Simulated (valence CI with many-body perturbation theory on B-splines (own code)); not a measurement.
**E1 line list for Sm31+**

Computed by valence CI with perturbative core correlation (CI+MBPT): three valence electrons over a frozen Dirac-Fock core [Ar] 3d10, a basis of 11 s, 11 p, 10 d, 8 f, 5 g, 2 h functions for each j, with the one-electron correlation potential Σ1, the two-electron term Σ2, the three-electron term Σ3, Breit, model QED; selected CI, second order for the rest, scaled by the run's own slope (own B-spline code, finite nucleus).

No measured spectrum was set against this ion. As an estimate, large intervals hold to a few tenths of a per cent, small ones and those within an open d or f shell to about a per cent.

Lines 101 to 150 of 544 in falling wavelength, among levels below 36.911 Ry, chosen from the strongest by gf and those to the six lowest levels. Wavelengths and rates use the calculated energies. Electric multipoles are in the length gauge, E1 and E2 with the static RPA response of the core. Weak lines are less certain than strong ones. Lines between different terms over intervals too small for the method are left out, as are lines whose strength nearly cancels. Where a level lies close to another of its J and parity, the split of strength between their lines is uncertain. The highest levels of a list are the least certain.

Levels are named by their leading jj configuration (3d3/2^4 stands for four electrons in 3d with j = 3/2), which in mixed levels can hold well under half, so a name can repeat and another be missing. Letters in brackets count levels of one name in rising energy.

```tsv
λ vac (Å)	Upper	Lower	A (s⁻¹)	S (a.u.)
110.9	(4p3/2^2 4f7/2) J=9/2	(4s 4p3/2 4f7/2) J=11/2	2.74e+10	1.84e-01
110.7	(4p1/2 4p3/2 4f5/2) J=5/2 [b]	(4s 4p1/2 4f7/2) J=7/2 [a]	3.92e+10	1.57e-01
110.6	(4p1/2 4p3/2 4f7/2) J=7/2 [a]	(4s 4p1/2 4f7/2) J=7/2 [a]	4.90e+10	2.62e-01
110.6	(4p3/2^2 4d5/2) J=7/2	(4s 4p3/2 4d5/2) J=9/2	3.15e+10	1.68e-01
110.6	(4s 4p1/2 4d3/2) J=3/2 [b]	(4s 4p1/2 4p3/2) J=3/2 [b]	1.03e+10	2.74e-02
110.6	(4p3/2^2 4d3/2) J=5/2	(4s 4p3/2 4d3/2) J=5/2 [a]	2.88e+10	1.15e-01
110.5	(4p1/2 4p3/2 4f5/2) J=3/2 [b]	(4s 4p1/2 4f5/2) J=3/2	4.95e+10	1.32e-01
110.5	(4s 4p1/2 4d3/2) J=1/2	(4s 4p1/2 4p3/2) J=3/2 [b]	2.88e+10	3.83e-02
110.5	(4p3/2^2 4d5/2) J=5/2 [b]	(4s 4p3/2 4d5/2) J=7/2 [b]	3.63e+10	1.45e-01
110.5	(4s 4p1/2 4d3/2) J=3/2 [a]	(4s 4p1/2 4p3/2) J=3/2 [a]	2.62e+09	6.96e-03
110.5	(4p3/2 4d3/2 4d5/2) J=5/2 [d]	(4s 4d3/2 4d5/2) J=7/2 [b]	1.06e+11	4.22e-01
110.4	(4p1/2 4p3/2 4d3/2) J=3/2 [a]	(4s 4p1/2 4d3/2) J=5/2	5.08e+10	1.35e-01
110.3	(4p1/2 4d5/2^2) J=7/2	(4p1/2 4p3/2 4d5/2) J=5/2 [b]	3.76e+10	1.99e-01
110.3	(4p1/2 4p3/2 4d3/2) J=7/2	(4s 4p1/2 4d3/2) J=5/2	2.18e+10	1.16e-01
110.0	(4p3/2^2 4f7/2) J=7/2	(4p3/2^2 4d5/2) J=5/2 [b]	3.09e+10	1.62e-01
110.0	(4p1/2 4p3/2 4f5/2) J=1/2	(4s 4p1/2 4f5/2) J=3/2	8.15e+10	1.07e-01
109.9	(4p1/2 4p3/2 4d5/2) J=7/2 [b]	(4s 4p1/2 4d5/2) J=7/2	3.03e+10	1.59e-01
109.9	(4p3/2^2 4d3/2) J=7/2	(4s 4p3/2 4d3/2) J=7/2	2.28e+10	1.19e-01
109.7	(4s 4p1/2 4d5/2) J=5/2 [a]	(4s 4p1/2 4p3/2) J=3/2 [b]	3.51e+09	1.37e-02
109.6	(4p1/2 4p3/2 4d3/2) J=3/2 [b]	(4s 4p1/2 4d3/2) J=3/2 [b]	5.04e+10	1.31e-01
109.5	(4p3/2^2 4f5/2) J=7/2	(4s 4p3/2 4f7/2) J=9/2 [a]	2.10e+10	1.09e-01
109.4	(4s 4p3/2^2) J=3/2	(4s^2 4p3/2) J=3/2	1.17e+11	3.03e-01
109.4	(4p1/2^2 4p3/2) J=3/2	(4s 4p1/2^2) J=1/2	5.95e+10	1.54e-01
109.2	(4p3/2 4d5/2^2) J=9/2	(4s 4d5/2^2) J=9/2	4.31e+10	2.77e-01
109.2	(4s 4p3/2 4f7/2) J=9/2 [c]	(4s^2 4f7/2) J=7/2	3.14e+11	2.01e+00
109.1	(4p3/2^2 4f5/2) J=7/2	(4s 4p3/2 4f5/2) J=7/2 [a]	2.93e+10	1.50e-01
109.1	(4p3/2 4d3/2 4d5/2) J=7/2 [c]	(4s 4d3/2 4d5/2) J=7/2 [a]	3.53e+10	1.81e-01
109.1	(4p3/2^2 4d5/2) J=9/2	(4s 4p3/2 4d5/2) J=9/2	5.83e+10	3.74e-01
109.0	(4p1/2 4p3/2 4f5/2) J=5/2 [b]	(4s 4p1/2 4f5/2) J=5/2 [a]	3.52e+10	1.35e-01
108.8	(4s 4p3/2 4f5/2) J=7/2 [b]	(4s^2 4f7/2) J=7/2	3.61e+10	1.84e-01
108.7	(4p1/2 4p3/2 4f5/2) J=3/2 [a]	(4s 4p1/2 4f5/2) J=5/2 [a]	1.17e+11	2.97e-01
108.6	(4s 4p3/2 4f5/2) J=5/2 [b]	(4s 4p3/2 4d5/2) J=5/2 [b]	4.05e+10	1.54e-01
108.6	(4s 4p1/2 4d3/2) J=5/2	(4s 4p1/2 4p3/2) J=3/2 [a]	2.54e+07	9.64e-05
108.5	(4p1/2 4p3/2^2) J=5/2	(4s 4p1/2 4p3/2) J=5/2	5.91e+10	2.24e-01
108.5	(4p1/2 4p3/2 4d3/2) J=3/2 [a]	(4s 4p1/2 4d3/2) J=3/2 [a]	5.42e+10	1.37e-01
108.4	(4s 4p3/2 4f7/2) J=5/2	(4s^2 4f7/2) J=7/2	1.81e+11	6.82e-01
108.3	(4s 4d5/2^2) J=7/2	(4s 4p3/2 4d5/2) J=5/2 [b]	2.36e+10	1.19e-01
108.3	(4s 4p3/2 4f5/2) J=7/2 [b]	(4s^2 4f5/2) J=5/2	1.22e+11	6.12e-01
108.2	(4p3/2 4d5/2^2) J=11/2	(4p3/2^2 4d5/2) J=9/2	2.25e+10	1.69e-01
108.2	(4s 4p3/2 4d5/2) J=3/2	(4s^2 4d5/2) J=5/2	1.93e+11	4.82e-01
108.2	(4s 4p1/2 4p3/2) J=1/2	(4s^2 4p1/2) J=1/2	2.23e+11	2.78e-01
108.1	(4p3/2^2 4f7/2) J=11/2	(4s 4p3/2 4f7/2) J=11/2	2.08e+10	1.56e-01
108.1	(4s 4p3/2^2) J=1/2	(4s^2 4p3/2) J=3/2	1.56e+11	1.95e-01
108.0	(4p1/2 4p3/2 4d3/2) J=1/2 [a]	(4s 4p1/2 4d3/2) J=3/2 [a]	1.39e+11	1.73e-01
107.7	(4s 4p3/2 4f5/2) J=3/2 [b]	(4s^2 4f5/2) J=5/2	1.73e+11	4.26e-01
107.4	(4s 4p3/2 4d5/2) J=5/2 [b]	(4s^2 4d5/2) J=5/2	1.32e+11	4.86e-01
107.3	(4p1/2 4d5/2^2) J=9/2	(4p1/2 4p3/2 4d5/2) J=7/2 [b]	4.14e+10	2.52e-01
107.2	(4p1/2 4p3/2 4d5/2) J=5/2 [b]	(4s 4p1/2 4d5/2) J=5/2 [a]	4.91e+10	1.79e-01
106.5	(4p1/2 4p3/2^2) J=3/2	(4s 4p1/2 4p3/2) J=3/2 [a]	9.63e+10	2.30e-01
106.2	(4s 4p3/2 4f5/2) J=5/2 [c]	(4s^2 4f5/2) J=5/2	1.29e+11	4.58e-01
```
